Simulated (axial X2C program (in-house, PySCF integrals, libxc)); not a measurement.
## Spectroscopic constants of CuN⁺

All values were computed with an in-house all-electron X2C program for linear molecules (integrals from PySCF). Spin-free means the one-electron spin-free X2C Hamiltonian; two-component (2c) means X2C with spin–orbit coupling and atomic mean-field two-electron Coulomb and Gaunt terms, so the difference of the two also holds small scalar two-electron terms. Basis: Cu dyall-cv3z [9s9p6d3f2g], N dyall-av3z [7s7p3d2f] (cores contracted in-house); Gaussian nuclei, density fitting, unrestricted open shells. Masses: Cu 62.930 u, N 14.003 u.

Input:
```json
{
 "zs": [
  29,
  7
 ],
 "q": 1,
 "bas": [
  "dyall-cv3z",
  "dyall-av3z"
 ],
 "levels": [
  "PBE0",
  "HF",
  "PW91"
 ],
 "cc": true,
 "r0": 1.75,
 "thr": -2.0,
 "nmax": 90,
 "npts": 10,
 "nst": 2,
 "ntry": 6
}
```
```bash
python so2c.py task.json out
```

Keys: zs atomic numbers; q charge; bas basis sets; levels methods; cc coupled cluster on or off; r0 starting distance in Å; thr threshold in hartree for freezing inner shells (an s shell follows its p shell); nmax most natural virtual spinors; npts points on the curve; nst determinants followed; ntry starts of the search. HF also brings MP2.

State, spin-free: M_S = 3/2, Λ = 0 (beyond evenly filled blocks: σα, π+α, π-α); electrons by block: σα: 9, σβ: 8, π+α: 4, π+β: 3, π-α: 4, π-β: 3, δ+α: 1, δ+β: 1, δ-α: 1, δ-β: 1. Fragments: Cu+ + N.

State, 2c: Ω = 3/2 (⟨Sz⟩ = 1.50, ⟨Lz⟩ = 0.00 at PBE0); electrons by block: 1/2: 12, -1/2: 12, 3/2: 5, -3/2: 4, 5/2: 1, -5/2: 1. Fragments: Cu+ + N.

| Hamiltonian | level | Re (Å) | ωe (cm⁻¹) | Be (cm⁻¹) | De (eV) | k (mdyn/Å) | μ (D) |
| --- | --- | --- | --- | --- | --- | --- | --- |
| spin-free | PBE0 | 1.817 | 480.7 | 0.4458 | 1.01 | 1.56 | -1.52 |
| spin-free | MP2 | 1.900 | 328.8 | 0.4076 | 0.582 | 0.729 | n/a |
| spin-free | PW91 | 1.761 | 583.0 | 0.4747 | 1.67 | 2.29 | -1.80 |
| 2c | PBE0 | 1.818 | 480.1 | 0.4455 | 1.01 | 1.56 | -1.52 |
| 2c | MP2 | 1.902 | 327.6 | 0.4069 | 0.580 | 0.724 | n/a |
| 2c | PW91 | 1.761 | 582.5 | 0.4744 | 1.67 | 2.29 | -1.80 |

Correlated methods: 15 electrons correlated (number of frozen shells: Cu 3 s, 2 p; N 1 s), 249 virtual spin orbitals or spinors in MP2.

Dipoles are positive if N is the positive end and refer to the centre of mass.

The state is a single determinant with fixed occupations, the lowest that a limited PBE0 search found. De is counted from the lowest determinant-based energies of the atoms at the same level, without counterpoise correction. Density functionals use the spin component along the axis (collinear). With several unpaired electrons one determinant need not be a pure state. This is the top spin component of a Σ state; components of lower Ω are not single determinants and can lie lower.

No reliable constants came from HF (2c), HF (spin-free): no minimum in range, unconverged points, a curve that is not smooth, a change of character along it, or the two Hamiltonians disagreeing along it.

Rough cost a point (2c) on 1 thread(s) of a shared host, integrals apart: PBE0 0.9 s, PW91 0.6 s.

The whole task took 2.4 min on 1 thread of Arm Neoverse V1, on a shared host.
